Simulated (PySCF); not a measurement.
Species: C5H12O2Si.
Cartesian coordinates in Å at the PBE0-D3(BJ)/def2-SVP level; atoms count from 1:
```xyz
20
C5H12O2Si angstrom
Si     2.8361    0.5312    0.1335
C      1.4904   -0.7879    0.3307
C      0.1006   -0.1897    0.4075
C     -1.0382   -1.1965    0.2925
C     -2.3595   -0.4483    0.1995
O     -2.3087    0.5134   -0.8265
C     -1.2534    1.3953   -0.6428
O     -0.0139    0.7604   -0.6388
H      4.1622   -0.0786    0.4694
H      2.5882    1.6566    1.0879
H      2.9141    1.0667   -1.2555
H      1.5550   -1.4833   -0.5237
H      1.6931   -1.3770    1.2398
H     -0.0064    0.3487    1.3761
H     -0.8895   -1.7930   -0.6225
H     -1.0362   -1.8828    1.1543
H     -3.1965   -1.1228   -0.0307
H     -2.5816    0.0460    1.1694
H     -1.3869    1.9502    0.3158
H     -1.2574    2.0995   -1.4853
```

Computed with PySCF at B3LYP/def2-SVPD, non-relativistic, on one gas-phase PBE0-D3(BJ)/def2-SVP geometry that isn't relaxed in the solvent. The solvent is an IEF-PCM continuum (Bondi radii, 1.10 Å for H, scaled by 1.2). Specific hydrogen bonds and non-electrostatic terms are outside this model.

| medium | total energy (Eh) | HOMO (eV) | LUMO (eV) | dipole (D) |
| --- | --- | --- | --- | --- |
| gas phase | -637.378036 | -7.587 | 0.284 | 2.185 |
| dichloromethane (ε = 8.93) | -637.384356 | -7.499 | 0.446 | 3.009 |

What is E(solvent) − E(gas) in dichloromethane, in kcal/mol?

-637.384356 − (-637.378036) = -0.006320 Eh = -3.97 kcal/mol.

Scale it by Onsager's factor (ε − 1)/(2ε + 1) to water (ε = 78.36), and compare with the calculation.

The factor goes from 0.420 to 0.490, a ratio of 1.167, which gives -4.63 kcal/mol. The calculation gives -4.81 kcal/mol (total energy -637.385707 Eh), so the scaled value is 3.9 % too small in size.

Scale the changes of the other columns the same way. What are the values in water?

| quantity | scaled | computed | difference |
| --- | --- | --- | --- |
| HOMO (eV) | -7.485 | -7.498 | +0.013 |
| LUMO (eV) | 0.473 | 0.455 | +0.018 |
| dipole (D) | 3.147 | 3.231 | -0.084 |

The atom shares or the degeneracy of the LUMO differ between the media, so that row needn't follow one orbital.

How does each lowering split into the polarisation term (half the interaction with the induced surface charges) and the distortion of the solute's density?

dichloromethane: -4.66 + 0.69 kcal/mol, the distortion taking back 15 % of the polarisation term; water: -5.90 + 1.09 kcal/mol, the distortion taking back 18 % of the polarisation term.
